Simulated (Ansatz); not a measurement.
Job for Ansatz (a program for electronic structure): R-wB97M-V/def2-TZVPP on BH3O3 (SMILES OB(O)O).

Ansatz 0.2 input:
```yaml
crystal:
  periodic: [false, false, false]
  atoms:
    - {symbol: O, position_ang: [-1.23512589, -0.95440696, -0.06169505]}
    - {symbol: B, position_ang: [-0.09610597, -0.20628717, -0.01891887]}
    - {symbol: O, position_ang: [-0.21553937, 1.16054413, 0.13007343]}
    - {symbol: O, position_ang: [1.08713711, -0.88861442, -0.12952264]}
    - {symbol: H, position_ang: [-2.02764877, -0.41618589, 0.02114684]}
    - {symbol: H, position_ang: [0.60445572, 1.65868960, 0.15740192]}
    - {symbol: H, position_ang: [1.88282716, -0.35383928, -0.09848563]}
basis:
  gaussian:
    orbitals: def2-TZVPP
hamiltonian:
  xc: {name: wB97M-V}
scf: {lower_state_search: off}
```

Output:

```
WARN ansatz: RAYON_NUM_THREADS=4 ignored (pool sized by the plan → 4); use --threads N
Functional definition: wB97M-V
these checks for a lower state are left out or cut short: stability, starts, cluster_reference, orbital_swaps, neighbouring_geometries, increment
integrals: 0.08 GiB planned
799 factors; their error is unknown
integrals: 0.12 GiB planned
190 factors; integrals over basis functions are off by at most 1.3e-5 eV
mean field: 0.80 GiB planned
mean field evaluation 1: about -6863.9117 eV, gradient 7.0e1 eV
mean field evaluation 2: about -6864.1770 eV, gradient 7.2e1 eV
mean field evaluation 4: about -6871.6721 eV, gradient 1.4e0 eV
mean field evaluation 8: about -6871.6834 eV, gradient 3.2e-2 eV
mean field evaluation 16: about -6871.6834 eV, gradient 5.0e-6 eV
mean field -6871.68337551 eV, -252.5297062559 hartree, gradient 5.0e-6 eV, S^2 0.000000; 0 other end points of the search recorded, 0 dependent functions left out
reference -6871.68341747 eV, -252.5297077976 hartree; 16, 16 occupied and 150, 150 virtual orbitals, 799 factors
Total energy: -6871.68341747 eV, -252.5297077976 hartree
Checks for a lower state left out: stability, starts, cluster_reference, orbital_swaps, neighbouring_geometries, increment
```

The run converged.

Cost: roughly 6 core-seconds.
